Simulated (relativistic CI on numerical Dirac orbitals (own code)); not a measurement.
Forbidden lines of Rb32+

Calculated at this level of theory: Dirac-Coulomb-Breit CI, orbitals from a KLI potential per configuration, a model potential for QED, unscaled Slater integrals (own radial code, finite nucleus).

Configurations in the expansion (outside the closed core 1s2): 2s²2p, 2s2p², 2p³, 2p²3s, 2p²3p, 2p²3d, 2s²3s, 2s²3p, 2s²3d, 2s2p3s, 2s2p3p, 2s2p3d, 2s²4s, 2s²4p, 2s²4d, 2s²4f, 2s2p4s, 2s2p4p, 2s2p4d, 2s2p4f, 2s²5s, 2s²5p, 2s²5d, 2s²5f, 2s²5g, 2s3s², 2s3s3p, 2s3s3d, 2s3p², 2s2p5s, 2s3p3d, 2s2p5p, 2s2p5d, 2p3s², 2s2p5f, 2s2p5g. Levels of other configurations are missing.

```tsv
λ vac (nm)	Lower	Upper	Type	A (s⁻¹)	E lower (10³ cm⁻¹)	E upper (10³ cm⁻¹)
0.51147	2s2p² ⁴P3/2 [4]	2p²3d ⁴F7/2 [92]	E2	1.00e+11	1093.0	20644.4
0.51313	2s2p² ⁴P5/2 [5]	2p²3d ⁴F9/2 [98]	E2	1.01e+11	1244.0	20732.1
0.51388	2s2p² ²D5/2 [8]	2p²3d ²G9/2 [115]	E2	1.00e+11	1815.3	21275.2
0.51429	2s2p² ²D5/2 [8]	2p²3d ²F7/2 [114]	E2	6.12e+10	1815.3	21259.4
0.51430	2s2p² ⁴P5/2 [5]	2p²3d ²F7/2 [95]	E2	7.04e+10	1244.0	20687.9
0.52202	2s2p² ²D3/2 [6]	2p²3d ²F7/2 [95]	E2	2.00e+10	1531.5	20687.9
0.52987	2s2p² ²D5/2 [8]	2p²3d ²F7/2 [95]	E2	4.58e+09	1815.3	20687.9
0.54104	2s2p² ²P3/2 [10]	2p²3d ²F7/2 [95]	E2	4.84e+09	2205.1	20687.9
0.54322	2s2p² ⁴P3/2 [4]	2s2p3p ⁴D7/2 [44]	E2	1.63e+10	1093.0	19501.6
0.54772	2s2p² ⁴P5/2 [5]	2s2p3p ⁴D7/2 [44]	E2	1.67e+10	1244.0	19501.6
0.55761	2s2p² ²D5/2 [8]	2s2p3d ⁴F°9/2 [50]	M2	2.88e+08	1815.3	19748.9
0.56431	2s²2p ²P°3/2 [2]	2s²3p ²P°1/2 [17]	E2	3.98e+10	554.6	18275.3
0.56541	2s2p² ²D5/2 [8]	2s2p3p ⁴D7/2 [44]	E2	7.15e+09	1815.3	19501.6
18.029	2s²2p ²P°1/2 [1]	2s²2p ²P°3/2 [2]	M1	1.52e+06	0.0	554.6
```

Terms are leading LS components. Brackets give the number of a level in order of energy, since labels repeat. The list gives strong lines, with weight on those to low levels, among the lowest 309 of 358 levels, so that lines to higher ones, which can be the strongest, are missing. Levels whose partners in the same complex of configurations lie outside the list can be far off, and so can their lines. Rates are taken at the computed energies, electric ones in the length gauge.

At this charge energies of transitions that change n are usually good to better than 1 %, and those within a shell (Δn = 0) to a few per cent.

LS names give the leading component of a level, which can be under half, so a name can repeat, a term be missing and a line seem to break the LS rules.
